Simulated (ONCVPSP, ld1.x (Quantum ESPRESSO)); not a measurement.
**Potentials for I compared**

Generated with ld1.x 7.5 (TM, RRKJ, ultrasoft, PAW), atompaw 4.2 or ONCVPSP 4.0.1. The cutoff is in Ry: for ld1.x and atompaw files where the sum of valence levels is converged to 10 mRy in a Bessel basis, for ONCV files where the hardest occupied wave has 1 mHa per electron of residual kinetic energy. The error is the largest all-electron minus pseudo excitation energy over each file’s own four to seven test configurations (ionisations up to +4, promotions, holes and added fractions of an electron), all of which were solved. The labels leave out finer settings (local radius, basis sizes, second energies), which also bear on the numbers. Spin-polarised tests are not counted. The rows are a selection from randomly drawn settings: files with unsolved tests, undetermined cutoffs or missed reference levels are left out.

A true bound ghost makes a file unfit for plane-wave use even where its test errors are small: the radial tests pick states by their node count and pass the ghost by.

| potential | cutoff (Ry) | largest error (meV) | bound ghosts |
| --- | --- | --- | --- |
| ONCV, PBE, scalar-relativistic, rc 1.40/1.05/1.50 (spd), local smoothed, core correction no, reference 4s2 4p6 4d10 5s1.5 5p5.5, qcut 11/10.7/8.6, projectors 2/2/2 | 97 | +143 | none |
| ONCV, LDA (Perdew-Zunger), fully relativistic, rc 1.45/2.00/2.20 (spd), local smoothed, core correction yes, reference 5s1 5p6, qcut 3.7/3.5/5.2, projectors 2/2/1 | 207 | -3.7 | s |
| ONCV, PBE, scalar-relativistic, rc 1.25/1.25/1.25/1.25 (spdf), local smoothed, core correction yes, reference 4s2 4p6 4d10 5s2 5p4.75, qcut 9/8.6/12.1/8, projectors 2/2/3/3 | 106 | -6.6 | none |

Problem. Fill in the row for I: ONCV, PBE, scalar-relativistic, rc 1.25/1.30/0.95 (spd), local smoothed, core correction no, reference 4s2 4p6 4d10 5s2 5p5, qcut 8.9/9.6/10.9, projectors 2/2/3.

Solution. cutoff 110 Ry, largest error -15 meV, bound ghosts: s.

Problem. Fill in the row for I: ONCV, revPBE, scalar-relativistic, rc 1.35/1.25/1.30 (spd), local smoothed, core correction yes, reference 4s2 4p6 4d10 5s2 5p5, qcut 9.2/13.3/13.6, projectors 2/3/2.

Solution. cutoff 113 Ry, largest error -14 meV, bound ghosts: none.

Problem. Fill in the row for I: TM, PBEsol, non-relativistic, rc 1.60/1.90/1.95 (spd), local smoothed, core correction yes, reference 5s2 5p5.

Solution. cutoff 35 Ry, largest error +37 meV, bound ghosts: none.
